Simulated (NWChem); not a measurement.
System: SnHOCl, singlet; SMILES [OH][Sn][Cl]

The following NWChem deck was run.

```
start job
memory heap 200 mb stack 900 mb global 1100 mb
geometry units angstroms noautoz
  Sn     0.338707     0.508764     0.000000
  Cl    -0.375337    -1.791982     0.000000
  O     -1.492989     1.282820     0.000000
  H     -2.196909     0.619777     0.000000
end
basis spherical
  * library def2-svp
end
ecp
  Sn library def2-ecp
end
dft
  xc b3lyp
  grid xfine
  iterations 150
  mulliken
end
task dft gradient
```

Output (shortened):

```
             Northwest Computational Chemistry Package (NWChem) 7.3.0
             --------------------------------------------------------

 CS  symmetry detected

                             Geometry "geometry" -> ""
                             -------------------------

 Output coordinates in angstroms (scale by  1.889725989 to convert to a.u.)

  No.       Tag          Charge          X              Y              Z
 ---- ---------------- ---------- -------------- -------------- --------------
    1 Sn                  50.0000     0.33775647     0.47031878     0.00000000
    2 Cl                  17.0000    -0.12736496    -1.89335486     0.00000000
    3 O                    8.0000    -1.56591828     1.04503206     0.00000000
    4 H                    1.0000    -2.19527294     0.31083720     0.00000000

 Effective nuclear repulsion energy (a.u.)     332.9390345247

      Symmetry information
      --------------------

 Group name             Cs
 Group number              2
 Group order               2
 No. of unique centers     4

                                 NWChem DFT Module
                                 -----------------

 Summary of "ao basis" -> "ao basis" (spherical)
 ------------------------------------------------------------------------------
       Tag                 Description            Shells   Functions and Types
 ---------------- ------------------------------  ------  ---------------------
 Sn                         def2-svp                10       26   4s4p2d
 Cl                         def2-svp                 8       18   4s3p1d
 O                          def2-svp                 6       14   3s2p1d
 H                          def2-svp                 3        5   2s1p

      Symmetry analysis of basis
      --------------------------

        a'         45
        a"         18

            General Information
            -------------------
          SCF calculation type: DFT
          Wavefunction type:  closed shell.
          No. of atoms     :     4
          No. of electrons :    48
           Alpha electrons :    24
            Beta electrons :    24
          Charge           :     0
          Spin multiplicity:     1
          Use of symmetry is: on ; symmetry adaption is: on
          Maximum number of iterations: 150
          AO basis - number of functions:    63
                     number of shells:    27
          Convergence on energy requested:  1.00D-06
          Convergence on density requested:  1.00D-05
          Convergence on gradient requested:  5.00D-04

              XC Information
              --------------
                         B3LYP Method XC Potential
                     Hartree-Fock (Exact) Exchange  0.200
                        Slater Exchange Functional  0.800 local
                    Becke 1988 Exchange Functional  0.720 non-local
              Lee-Yang-Parr Correlation Functional  0.810
                  VWN I RPA Correlation Functional  0.190 local

             Grid Information
             ----------------
          Grid used for XC integration:  xfine
          Radial quadrature: Mura-Knowles
          Angular quadrature: Lebedev.
          Tag              B.-S. Rad. Rad. Pts. Rad. Cut. Ang. Pts.
          ---              ---------- --------- --------- ---------
          Sn                  1.45      205          10.0      1454
          Cl                  1.00      125          10.0      1454
          O                   0.60      100           9.0      1454
          H                   0.35      100          10.0      1202
          Grid pruning is: on
          Number of quadrature shells:   530
          Spatial weights used:  Erf1

      Superposition of Atomic Density Guess
      -------------------------------------

 Sum of atomic energies:        -783.60969509

      Non-variational initial energy
      ------------------------------

 Total energy =    -747.979973
 1-e energy   =   -1439.467177
 2-e energy   =     528.556958
 HOMO         =      -0.307643
 LUMO         =      -0.042829

      Symmetry analysis of molecular orbitals - initial
      -------------------------------------------------

  Numbering of irreducible representations:

     1 a'          2 a"

  Orbital symmetries:

     1 a'          2 a'          3 a'          4 a'          5 a'
     6 a"          7 a'          8 a'          9 a'         10 a"
    11 a'         12 a'         13 a'         14 a"         15 a"
    16 a'         17 a'         18 a'         19 a'         20 a'
    21 a"         22 a"         23 a'         24 a'         25 a"
    26 a'         27 a'         28 a'         29 a'         30 a'
    31 a"         32 a'         33 a"         34 a'

     ---------------------------------------------
      Total Density - Mulliken Population Analysis
     ---------------------------------------------

    Atom       Charge   Shell Charges
 -----------   ------   -------------------------------------------------------
    1 Sn  22    20.71   1.60  0.43  1.19  0.68  3.28  2.71  0.47  0.26  9.78  0.31
    2 Cl  17    17.63   2.00  1.99  1.24  0.73  5.94  2.20  3.52  0.01
    3 O    8     8.98   1.99  1.12  0.68  3.12  2.07  0.00
    4 H    1     0.67   0.53  0.09  0.06

   convergence    iter        energy       DeltaE   RMS-Dens  Diis-err
 ---------------- ----- ----------------- --------- --------- ---------
 d= 0,ls=0.0,diis     1   -750.1811909697 -9.13D+02  3.35D-02  7.36D-01
 d= 0,ls=0.0,diis     2   -749.4808050035  7.00D-01  2.30D-02  6.52D+00
 d= 0,ls=0.0,diis     3   -750.2689678468 -7.88D-01  6.89D-03  9.67D-02
 d= 0,ls=0.0,diis     4   -750.2794920774 -1.05D-02  2.70D-03  3.47D-02
 d= 0,ls=0.0,diis     5   -750.2846697752 -5.18D-03  2.29D-04  3.87D-04
  Resetting Diis
 d= 0,ls=0.0,diis     6   -750.2847148559 -4.51D-05  6.92D-05  1.67D-05
 d= 0,ls=0.0,diis     7   -750.2847174803 -2.62D-06  1.90D-05  5.39D-07
 d= 0,ls=0.0,diis     8   -750.2847175098 -2.95D-08  9.84D-06  3.59D-07

         Total DFT energy =     -750.284717509806
      One electron energy =    -1441.659703038250
           Coulomb energy =      583.863189328382
    Exchange-Corr. energy =      -55.418449863093
 Nuclear repulsion energy =      162.930246063155

 Numeric. integr. density =       48.000000020041

                  Occupations of the irreducible representations
                  ----------------------------------------------

                     irrep           alpha         beta
                     --------     --------     --------
                     a'               18.0         18.0
                     a"                6.0          6.0

                       DFT Final Molecular Orbital Analysis
                       ------------------------------------

 Vector   22  Occ=2.000000D+00  E=-3.015921D-01  Symmetry=a'
              MO Center= -8.0D-02, -1.1D+00,  1.1D-15, r^2= 3.2D+00
   Bfn.  Coefficient  Atom+Function         Bfn.  Coefficient  Atom+Function
  ----- ------------  ---------------      ----- ------------  ---------------
    38      0.437910  2 Cl py                37     -0.353035  2 Cl px
    35      0.320791  2 Cl py                 3     -0.267724  1 Sn s
    34     -0.259394  2 Cl px                32      0.187769  2 Cl py
    49      0.185995  3 O  py                12     -0.157828  1 Sn py
    31     -0.151720  2 Cl px                 4     -0.137883  1 Sn s

 Vector   23  Occ=2.000000D+00  E=-2.978239D-01  Symmetry=a"
              MO Center= -6.2D-01, -8.3D-01,  1.7D-15, r^2= 3.3D+00
   Bfn.  Coefficient  Atom+Function         Bfn.  Coefficient  Atom+Function
  ----- ------------  ---------------      ----- ------------  ---------------
    39      0.530920  2 Cl pz                36      0.377801  2 Cl pz
    50     -0.375990  3 O  pz                53     -0.293873  3 O  pz
    33      0.222160  2 Cl pz                18      0.055354  1 Sn d -1
    23     -0.047514  1 Sn d -1              20      0.037831  1 Sn d  1
    25     -0.028876  1 Sn d  1

 Vector   24  Occ=2.000000D+00  E=-2.778497D-01  Symmetry=a'
              MO Center= -1.7D-02, -2.0D-01, -8.3D-15, r^2= 4.2D+00
   Bfn.  Coefficient  Atom+Function         Bfn.  Coefficient  Atom+Function
  ----- ------------  ---------------      ----- ------------  ---------------
     3      0.405599  1 Sn s                 37     -0.405309  2 Cl px
    34     -0.288555  2 Cl px                 4      0.257159  1 Sn s
    48     -0.244895  3 O  px                11      0.231138  1 Sn px
    51     -0.174006  3 O  px                38     -0.170525  2 Cl py
    31     -0.168619  2 Cl px                 2     -0.163225  1 Sn s

 Vector   25  Occ=0.000000D+00  E=-9.697046D-02  Symmetry=a"
              MO Center=  2.6D-01,  4.1D-01,  2.1D-14, r^2= 3.6D+00
   Bfn.  Coefficient  Atom+Function         Bfn.  Coefficient  Atom+Function
  ----- ------------  ---------------      ----- ------------  ---------------
    16      0.560109  1 Sn pz                13      0.556904  1 Sn pz
    39     -0.231459  2 Cl pz                50     -0.220195  3 O  pz
    53     -0.208279  3 O  pz                10     -0.171561  1 Sn pz
     7     -0.159832  1 Sn pz                36     -0.135105  2 Cl pz
    33     -0.078343  2 Cl pz                25     -0.044762  1 Sn d  1

[...]

                         DFT ENERGY GRADIENTS

    atom               coordinates                        gradient
                 x          y          z           x          y          z
   1 Sn      0.638267   0.888774   0.000000   -0.005662  -0.003044   0.000000
   2 Cl     -0.240685  -3.577922   0.000000    0.000544   0.004841   0.000000
   3 O      -2.959156   1.974824   0.000000    0.002642  -0.003916   0.000000
   4 H      -4.148464   0.587397   0.000000    0.002476   0.002119   0.000000
```

Level: B3LYP/def2-SVP with def2 effective core potentials on Sn. Low-valent species are run as closed-shell singlets; no triplet was tried in these runs. Geometry: optimised at PBE0/def2-SVP. def2 effective core potentials on Sn; no spin-orbit coupling.
